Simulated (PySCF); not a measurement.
# Pb²⁺: ionisation energy

Pb²⁺ [Xe] 4f14 5d10 6s2 (1S) → Pb³⁺ [Xe] 4f14 5d10 6s1 (2S), as a difference of total energies. Computed with PySCF 2.14 in aug-cc-pwCVDZ-PP with ECP60MDF (6s5p4d1f, 48 functions), with scalar relativity through the core potential. Correlated levels: valence: 5s2 5p6 5d10 frozen; valence and next inner shell: nothing frozen outside the core potential. The calculations carry no spin-orbit coupling.

```
                                method  ionisation energy (eV)
                                   UHF                  29.763
                                   LDA                  32.600
                                   PBE                  32.099
                                  PBE0                  31.753
                                r2SCAN                  31.848
                               LC-wPBE                  31.555
                                M06-2X                  31.594
                                  PW91                  32.189
                                 TPSSh                  31.724
                         MP2 (valence)                  30.303
                     SCS-MP2 (valence)                  30.411
    MP2 (valence and next inner shell)                  31.783
SCS-MP2 (valence and next inner shell)                  31.656
```

Task: How much does correlation contribute at MP2 (valence and next inner shell)?

Result: 31.783 − (29.763) = 2.020 eV, measured against UHF.

Errors of the correlated levels include the incompleteness of this basis and the frozen core.

MP2 underrates the near-degeneracy of ns² with np² in the lower species.

For comparison: 31.937 eV (measured; NIST Atomic Spectra Database, ionization energies).
